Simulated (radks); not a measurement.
Values are calculated unless marked as measured or tabulated.
The bismuth ion Bi16+, configuration [Kr] 4d10 4f14 5s2 5p5.

Code: a radial shooting solver on a logarithmic mesh with Libxc functionals. Model: scalar-relativistic Kohn-Sham, PBE, spin-polarised, spherical densities, finite nucleus; open shells are filled with parallel spins first (spin-orbit coupling, left out, can overturn this in heavy ions); Fermi nuclear charge, rms radius 5.5211 fm.

Energy parts (eV):
| part | energy |
|---|---|
| total | -583403.03 |
| kinetic | 661533.35 |
| electron-nucleus | -1435528.48 |
| Hartree | 200989.49 |
| exchange-correlation | -10397.39 |

Orbitals (lengths in bohr, moments of r in powers of bohr; r(90%) holds 90 % of the orbital's charge):
orbital,occ.,eigenvalue (eV),r(90%),<r>,<r^4>
1s up,1,-90956.19,0.0290,0.01580,3.330e-07
1s down,1,-90955.98,0.0290,0.01580,3.330e-07
2s up,1,-16620.87,0.103,0.06649,0.00004778
2s down,1,-16620.76,0.103,0.06649,0.00004778
2p up,3,-14273.06,0.0988,0.06054,0.00003995
2p down,3,-14272.88,0.0988,0.06054,0.00003995
3s up,1,-4262.417,0.252,0.1715,0.001707
3s down,1,-4262.287,0.252,0.1715,0.001707
3p up,3,-3591.106,0.260,0.1736,0.001914
3p down,3,-3590.958,0.260,0.1736,0.001914
3d up,5,-2916.153,0.244,0.1574,0.001468
3d down,5,-2916.007,0.244,0.1574,0.001468
4s up,1,-1228.204,0.539,0.3763,0.03660
4s down,1,-1227.962,0.539,0.3763,0.03658
4p up,3,-1007.489,0.580,0.4011,0.04893
4p down,3,-1007.231,0.580,0.4011,0.04886
4d up,5,-754.9000,0.623,0.4196,0.06389
4d down,5,-754.5953,0.622,0.4194,0.06371
4f up,7,-476.3330,0.677,0.4310,0.08823
4f down,7,-475.9477,0.675,0.4305,0.08759
5s up,1,-462.8177,1.10,0.7849,0.6469
5s down,1,-461.1938,1.10,0.7845,0.6465
5p up,3,-393.0342,1.21,0.8602,0.9428
5p down,2,-391.3311,1.21,0.8604,0.9452

The highest occupied level is 5p down at -391.33 eV. Spin moment in Bohr magnetons: 1.
